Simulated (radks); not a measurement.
Results of a calculation; reference values are marked as such.
Polarisability of the oxygen ion O4+, [He] 2s2, at imaginary frequency. Code: a radial shooting solver on a logarithmic mesh with Libxc functionals. Model: non-relativistic Kohn-Sham, LDA (Slater exchange, Perdew-Wang correlation), spin-polarised, spherical densities, point nucleus. Response by self-consistent Sternheimer equations with the Hartree and adiabatic LDA kernel.

w (hartree)  alpha1(iw) (bohr^3)  alpha2(iw) (bohr^5)
0.00266                    1.196               0.5186
0.0143                     1.196               0.5186
0.0360                     1.193               0.5186
0.0697                     1.184               0.5183
0.118                      1.163               0.5177
0.186                      1.117               0.5162
0.280                      1.030               0.5132
0.413                     0.8898               0.5070
0.605                     0.6975               0.4944
0.892                     0.4862               0.4687
1.35                      0.3023               0.4177
2.12                      0.1699               0.3251
3.59                     0.08365               0.1925
6.94                     0.03186              0.07157
17.5                    0.007542              0.01297

Static values: alpha1 = 1.196 bohr^3 (0.1773 angstrom^3; uncoupled 2.250), alpha2 = 0.5186 bohr^5, alpha3 = 0.7459 bohr^7. C6 = 0.8098, C8 = 2.883, triple-dipole C9 = 0.6956 atomic units. One-pole (London) frequency 4 C6 / (3 alpha1^2) = 0.755 hartree, against 3.755 for minus the highest occupied eigenvalue. The dipole shielding factor is 0.500, as the force sum rule N/Z = 0.500 demands.
